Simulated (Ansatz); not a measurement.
GaOH₅⁺, that is Ga(H2O)H3 with one electron fewer, relaxed as a doublet with UKS r2SCAN-D4/def2-TZVP in Ansatz, starting from the r2SCAN-D4/def2-TZVP geometry of the neutral singlet. Force threshold 0.02 eV/Å.

Start:

| atom | x (Å) | y (Å) | z (Å) |
| --- | --- | --- | --- |
| Ga1 | 0.306 | -0.499 | -0.771 |
| O2 | -0.211 | 0.875 | 0.846 |
| H3 | 0.066 | 0.500 | 1.692 |
| H4 | -1.171 | 0.968 | 0.895 |
| H5 | -0.362 | 0.336 | -1.916 |
| H6 | -0.484 | -1.734 | -0.195 |
| H7 | 1.856 | -0.446 | -0.552 |

```tsv
step	energy (eV)	largest force component (eV/Å)	SCF passes
1	-54495.7444	2.435	50
2	-54496.3453	1.481	43
3	-54496.5859	1.074	37
4	-54496.6554	1.150	37
5	-54496.6766	0.241	35
6	-54496.6862	0.135	37
7	-54496.6913	0.226	37
8	-54496.6960	0.253	34
9	-54496.7079	0.192	36
10	-54496.7145	0.227	36
11	-54496.7212	0.250	36
12	-54496.7299	0.183	34
13	-54496.7340	0.052	35
14	-54496.7342	0.015	35
```

Force components are those of the run's own axes.

End:

Cartesian coordinates in Å:
```
Ga 0.1085 -0.3142 -0.8249
O -0.3537 0.6597 0.8501
H -0.0523 0.4448 1.7453
H -0.9248 1.4417 0.8820
H -0.6229 0.4295 -1.9310
H 0.2038 -1.8631 -0.2544
H 1.6415 -0.7983 -0.4671
```

By distances, no bond broke or formed. The bond that changes most is Ga1–O2, from 2.18 to 1.99 Å (atoms count from 1). A close non-bonded pair moves further: H6–H7, from 2.70 to 1.80 Å.

No frequencies were taken in this run, so the end may be a saddle point.

Hardware: 4 threads of Intel Xeon on a shared host. Wall time 47 s.
